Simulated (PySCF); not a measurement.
## Xe: excitation energy

Xe [Xe] (1S) → Xe [Kr] 4d10 5s1 5p6 6p1 (3P), as a difference of total energies. Computed with PySCF 2.14 in aug-cc-pV5Z-PP with ECP28MDF (8s8p6d4f3g2h, 139 functions), with a scalar-relativistic core potential. Correlated levels: valence: 4s2 4p6 4d10 frozen. The calculations carry no spin-orbit coupling.

| method | excitation energy (cm⁻¹) |
| --- | --- |
| UHF | 194980 |
| LDA | 178960 |
| PBE | 176330 |
| PBE0 | 182960 |
| r2SCAN | 182060 |
| BLYP | 176170 |
| M06-L | 179370 |
| revPBE | 175720 |
| MP2 (valence) | 186720 |
| SCS-MP2 (valence) | 185010 |

The upper state lies above the first ionisation limit, where it may autoionise and the basis confines it. A Rydberg-like electron needs more diffuse functions than a valence basis has.

The promoted electron is Rydberg-like, and one or two diffuse shells describe it only roughly, which tends to raise the upper state.
